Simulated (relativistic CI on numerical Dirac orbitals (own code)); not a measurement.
**Electric-dipole transitions in Rb35+**

Computed by Dirac-Coulomb-Breit CI, separate exchange-only KLI orbitals for each configuration, model QED (radiative potential, 1s self-energy scaled to tabulated hydrogen-like ionisation energies), unscaled Slater integrals (own radial code, finite nucleus).

Configuration list: 1s2, 1s 2s, 1s 2p, 1s 3s, 1s 3p, 1s 3d, 1s 4s, 1s 4p, 1s 4d, 1s 4f, 1s 5s, 1s 5p, 1s 5d, 1s 5f, 1s 5g, 1s 6s, 1s 6p, 1s 6d. Levels of other configurations are missing.

```tsv
λ vac (Å)	Lower	Upper	A (s⁻¹)	log gf	S velocity/length
0.8933	1s2 1S_0 [1]	1s 2p 1P°_1 [7]	1.69e+15	-0.22	1.00
3.7072	1s 2p 3P°_2 [6]	1s 4d 3D_3 [26]	3.52e+13	-0.29	1.00
4.7791	1s 2s 3S_1 [2]	1s 3p 3P°_2 [12]	3.66e+13	-0.20	1.01
4.8534	1s 2p 3P°_0 [3]	1s 3d 3D_1 [14]	6.25e+13	-0.18	1.00
4.8583	1s 2p 3P°_1 [4]	1s 3d 3D_1 [14]	3.71e+13	-0.40	1.00
4.8590	1s 2p 3P°_1 [4]	1s 3d 3D_2 [13]	8.87e+13	0.20	1.00
4.9872	1s 2p 3P°_2 [6]	1s 3d 3D_3 [16]	1.09e+14	0.46	1.00
5.0356	1s 2p 1P°_1 [7]	1s 3d 1D_2 [17]	9.65e+13	0.26	1.00
9.8107	1s 3d 3D_2 [13]	1s 5f 3F°_3 [41]	7.21e+12	-0.14	1.00
9.8630	1s 3d 3D_3 [16]	1s 5f 3F°_4 [44]	7.64e+12	0.00	1.00
13.754	1s 3s 3S_1 [8]	1s 4p 3P°_2 [22]	4.84e+12	-0.16	1.00
13.923	1s 3p 3P°_1 [11]	1s 4d 3D_2 [23]	9.36e+12	0.13	1.00
14.220	1s 3p 3P°_2 [12]	1s 4d 3D_3 [26]	1.18e+13	0.40	1.00
14.317	1s 3d 3D_2 [13]	1s 4f 3F°_3 [27]	2.18e+13	0.67	1.00
14.321	1s 3d 3D_1 [14]	1s 4f 3F°_2 [28]	1.96e+13	0.48	1.00
14.327	1s 3p 1P°_1 [15]	1s 4d 1D_2 [29]	1.06e+13	0.21	1.00
14.415	1s 3d 3D_3 [16]	1s 4f 3F°_4 [30]	2.32e+13	0.81	1.00
14.424	1s 3d 1D_2 [17]	1s 4f 1F°_3 [31]	2.20e+13	0.68	1.00
30.162	1s 4p 3P°_1 [21]	1s 5d 3D_2 [37]	1.93e+12	0.12	1.00
30.728	1s 4p 3P°_2 [22]	1s 5d 3D_3 [40]	2.46e+12	0.39	1.00
30.914	1s 4d 3D_2 [23]	1s 5f 3F°_3 [41]	4.05e+12	0.61	1.00
30.921	1s 4d 3D_1 [24]	1s 5f 3F°_2 [42]	3.66e+12	0.42	1.00
30.932	1s 4p 1P°_1 [25]	1s 5d 1D_2 [43]	2.23e+12	0.20	1.00
31.095	1s 4d 3D_3 [26]	1s 5f 3F°_4 [44]	4.34e+12	0.75	1.00
31.107	1s 4f 3F°_3 [27]	1s 5g 3G_4 [45]	6.92e+12	0.96	1.00
31.112	1s 4f 3F°_2 [28]	1s 5g 3G_3 [46]	6.59e+12	0.83	1.00
31.113	1s 4d 1D_2 [29]	1s 5f 1F°_3 [47]	4.13e+12	0.62	1.00
31.194	1s 4f 3F°_4 [30]	1s 5g 3G_5 [48]	7.15e+12	1.06	1.00
31.198	1s 4f 1F°_3 [31]	1s 5g 1G_4 [49]	6.95e+12	0.96	1.00
56.600	1s 5p 3P°_2 [36]	1s 6d 3D_3 [58]	7.39e+11	0.40	1.00
```

Terms are leading LS components. Brackets give the number of a level in order of energy, since labels repeat. The list gives strong lines, with weight on those to low levels. Levels whose partners in the same complex of configurations lie outside the list can be far off, and so can their lines. Rates are taken at the computed energies, electric ones in the length gauge. A velocity-to-length ratio far from 1 marks an uncertain rate.

At this charge energies of transitions that change n are usually good to better than 1 %, and those within a shell (Δn = 0) to a few per cent.

(1) From the table, what is the radiative lifetime of 1s 4d 3D_3?

Answers

(1) The listed rates from this level add up to about 4.70e+13 s⁻¹, 100 % of its decay; with all channels τ = 2.13e-14 s.

LS names give the leading component of a level, which can be under half, so a name can repeat, a term be missing and a line seem to break the LS rules.
